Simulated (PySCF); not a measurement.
## Spinor energies of Ni³⁺ (nickel, charge +3)

Start: [Ar] 3d6 4p1; 3d3/2 filled at m_j = +3/2; 3d5/2 filled at m_j = -3/2, -1/2, +1/2, +3/2, +5/2; 4p3/2 filled at m_j = +3/2. Calculated with PySCF 2.14 in x2c-TZVPall-2c with one added diffuse shell each of s, p, d type (7s8p5d1f, 63 functions): generalised Hartree-Fock with the X2C-1e Hamiltonian and a Gaussian nucleus; one run each with spin-orbit coupling (SO) switched off, then screened by Boettger's factors. This is a chosen level, not necessarily the ground level.

| spinor shell | electrons | ε, spin-free (eV) | ε, screened SO (eV) | weight of nominal j (screened SO) | rms radius, screened SO (bohr) |
| --- | --- | --- | --- | --- | --- |
| 1s1/2 | 2 | -8454.0 | -8453.8 | 1.000 | 0.0624 |
| 2s1/2 | 2 | -1103.7 | -1103.7 | 1.000 | 0.265 |
| 2p1/2 | 2 | -952.81 | -965.37 | 0.987 | 0.236 |
| 3s1/2 | 2 | -185.84 | -185.85 | 1.000 | 0.781 |
| 3p3/2 | 4 | -138.77 | -137.88 | 0.830 | 0.823 |
| 3p1/2 | 2 | -138.77 | -140.66 | 0.659 | 0.819 |
| 3d5/2 | 5 | -70.200 | -71.437 | 0.583 | 0.925 |
| 3d3/2 | 1 | -70.200 | -64.208 | 0.786 | 0.954 |
| 4p3/2 | 1 | -32.042 | -31.966 | 1.000 | 2.56 |

Q: Where does 2p3/2 lie, and what is the 2p spin-orbit splitting (screened SO)?

A: At -946.68 eV, 18.689 eV above 2p1/2.

```json
{"quantity": "E (hartree)", "spin-free": "-1516.24432", "screened SO": "-1516.27813"}
{"quantity": "M_J", "spin-free": "11/2", "screened SO": "11/2"}
{"quantity": "⟨J²⟩", "spin-free": "35.754", "screened SO": "35.754"}
{"quantity": "⟨L²⟩", "spin-free": "12.002", "screened SO": "12.021"}
{"quantity": "⟨S²⟩", "spin-free": "8.751", "screened SO": "8.742"}
```

Each row is a mean over spinors that exchange with the open shell spreads, by up to 19.147 eV (3p3/2).

Rows whose weight is well below 1 are mixtures of j = l ± 1/2: exchange outweighs spin-orbit coupling there, and the label is only the starting occupation.

Without spin-orbit coupling the j labels of p, d and f shells carry no meaning; the spin-free column gives the mean over the occupied spinors of each nl shell.
